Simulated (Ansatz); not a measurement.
Ge(vinyl)3(pyrrolidide) (C₁₀H₁₇GeN). Total charge 0; singlet. Geometry PBE-D4/def2-SVP, basis def2-TZVP, Ansatz.

Cartesian coordinates in Å:
```
Ge 0.599 -0.041 -0.798
C 0.694 -1.666 -1.879
C 0.926 -2.876 -1.337
H 0.589 -1.573 -2.976
H 1.049 -2.995 -0.246
H 1.009 -3.791 -1.950
C -0.849 1.108 -1.450
C -1.844 0.661 -2.242
H -0.889 2.153 -1.088
H -1.859 -0.373 -2.630
H -2.691 1.302 -2.543
C 2.285 0.942 -0.774
C 2.456 2.143 -1.359
H 3.146 0.460 -0.275
H 1.632 2.662 -1.881
H 3.429 2.665 -1.353
N 0.315 -0.634 0.956
C 0.556 0.292 2.064
C -0.816 0.945 2.381
C -1.854 -0.097 1.879
C -0.987 -1.232 1.265
H 1.349 1.027 1.814
H 0.911 -0.285 2.952
H -0.920 1.901 1.828
H -0.928 1.180 3.459
H -2.505 -0.475 2.693
H -2.514 0.343 1.106
H -0.845 -2.048 2.016
H -1.445 -1.698 0.368
```

| run | HOMO (eV) | LUMO (eV) |
| --- | --- | --- |
| A | -5.03 | -1.50 |
| B | -4.95 | -1.92 |
| C | -4.80 | -1.67 |
| D | -5.17 | -1.46 |
| E | -6.06 | -0.71 |

**Question.** The runs used B97M-V, LDA (SPW92), PBE, PBE0, r2SCAN. Estimate which is which.

**Answer.** A r2SCAN (0 % exact exchange); B LDA (SPW92) (0 % exact exchange); C PBE (0 % exact exchange); D B97M-V (0 % exact exchange); E PBE0 (25 % exact exchange). Exact exchange lowers occupied and raises empty levels; among semilocal functionals meta-GGAs tend to open the gap a little, and such runs are hard to tell apart. The gap grows from 3.02 eV (LDA (SPW92)) to 5.35 eV (PBE0).
